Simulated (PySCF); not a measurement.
# How the method changes the constants of LiCd⁻

State: ¹Σ⁺ (singlet), closed shell. Set-up: basis Li def2-SVPD, Cd def2-SVPD with ECP28; scalar-relativistic core potentials; PySCF 2.14. De refers to Li⁻ + Cd in their ground configurations, without counterpoise correction. A positive dipole points towards Cd; it is taken about the centre of mass and depends on that origin. Levels whose curve was spin-contaminated or gave no clean fit are not listed.

```csv
Level,Re (Å),ωe (cm⁻¹),De (eV),μ (D)
RHF-MP2,3.843,68.1,n/a,n/a
RHF-SCS-MP2,4.096,55.4,n/a,n/a
RHF-CCSD(T),3.870,61.3,0.101,n/a
PBE,3.511,97.5,0.285,12.72
PBEsol,3.409,109,n/a,12.36
BLYP,3.553,86.4,n/a,12.62
r²SCAN,3.441,106,n/a,12.29
PBE0,3.626,89.6,0.236,13.16
HSE06,3.537,98.3,0.272,12.63
M06-2X,3.813,83.8,0.220,13.94
```

The bond length runs from 3.409 Å (PBEsol) to 4.096 Å (RHF-SCS-MP2). De spans 0.10 eV (RHF-CCSD(T), coupled cluster) to 0.28 eV (PBE, GGA).

Correlated steps freeze no core orbitals. Closed-shell solutions of metal pairs were not tested for spin polarisation, which can lower them a little. The bond is weak. Basis-set superposition, not corrected here, can be much of De in a small basis, most of all at correlated wavefunction levels. For an ion De counts to the pair picked by the measured ionisation energies or electron affinities, which need not be the lowest pair at this level. The highest Kohn–Sham level is positive in this anion. Much of that is self-interaction error, but it also means that the finite basis helps to hold the extra electron.

The whole job (state search and all levels along the bond) took about 2.1 min on 1 thread of Arm Neoverse V1 (shared host), peak memory 0.6 GiB.
